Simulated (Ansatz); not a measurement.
## A basis-limit estimate, worked out

An elementary step of BNH₃Cl₃, singlet (BCl₃ ([Cl][B]([Cl])[Cl]) + NH₃ → BNH₂Cl₂ ([NH2][B]([Cl])[Cl]) + HCl; bonds formed: Cl2–H5; dative contacts that become bonds: B1–N6; bonds broken: B1–Cl2, H5–N6). “Start” is the structure reached by relaxing down from the saddle towards the reactants; PBE0-D4/def2-TZVP structures. The saddle:

```
8
angstrom
B -0.0833 0.2431 -0.7426
Cl 2.0309 0.5631 0.7056
Cl 0.4517 -0.7987 -2.0330
Cl -0.6340 1.8698 -1.0376
H 0.6175 -0.1233 1.0040
N -0.4964 -0.4069 0.5493
H -0.6444 -1.4080 0.5032
H -1.2420 0.0607 1.0510
```

Ansatz 0.2.0; basis: def2-TZVPP and def2-QZVPP; cores frozen in the correlated methods.

Energies in eV:

| quantity | saddle | start |
| --- | --- | --- |
| Hartree–Fock, triple zeta (X = 3) | -39716.28560 | -39717.89873 |
| Hartree–Fock, quadruple zeta (X = 4) | -39717.41850 | -39719.02903 |
| MP2 correlation, X = 3 | -24.85543 | -24.71208 |
| MP2 correlation, X = 4 | -27.10219 | -26.96682 |
| CCSD(T) correlation, X = 3 | -27.43187 | -27.27960 |

Q: Work out the barrier at the basis limit: extrapolate Hartree–Fock as E(X) = E∞ + A exp(−7.88 √X) and the MP2 correlation as E(X) = E∞ + B X^−2.97 (the exponents that Neese and Valeev fitted for def2-TZVPP and QZVPP), then add CCSD(T) − MP2 in triple zeta.

A: Each step is linear, so take the differences first (saddle − start): Hartree–Fock 1.61313 (X = 3) and 1.61053 (X = 4); MP2 correlation -0.14335 and -0.13537; CCSD(T) correlation -0.15227.
Two points give E∞ = E(4) + w [E(4) − E(3)], with w = 1/(exp(7.88 (2 − √3)) − 1) = 0.1377 for Hartree–Fock and w = 1/((4/3)^2.97 − 1) = 0.7407 for the correlation.
Hartree–Fock: 1.61053 + 0.1377 × (-0.00260) = 1.6102 eV.
MP2 correlation: -0.13537 + 0.7407 × 0.00798 = -0.1295 eV.
CCSD(T) − MP2: -0.15227 − (-0.14335) = -0.0089 eV.
Sum: 1.6102 + (-0.1295) + (-0.0089) = 1.4718 eV, or 33.94 kcal/mol. Plain CCSD(T) in triple zeta gives 1.4609 eV, so the larger basis shifts the result by 0.0109 eV.

No T1 diagnostic of these runs exceeds 0.012.

The step is the kind of exchange with an N–H group that builds nitride films in atomic layer and chemical vapour deposition.

Labels in which every atom is bracketed show which atoms are joined, not bond orders.

For scale, one of the runs: CCSD(T)/def2-TZVPP, 230 basis functions, launched by `ansatz run in.yaml --threads 4 --pin off --events-out ev --progress --plain --max-ram 9574MiB`. The run took 110 s on 4 CPU threads of an Arm Neoverse V1 (shared host), with 3.7 GiB of host memory at its peak.
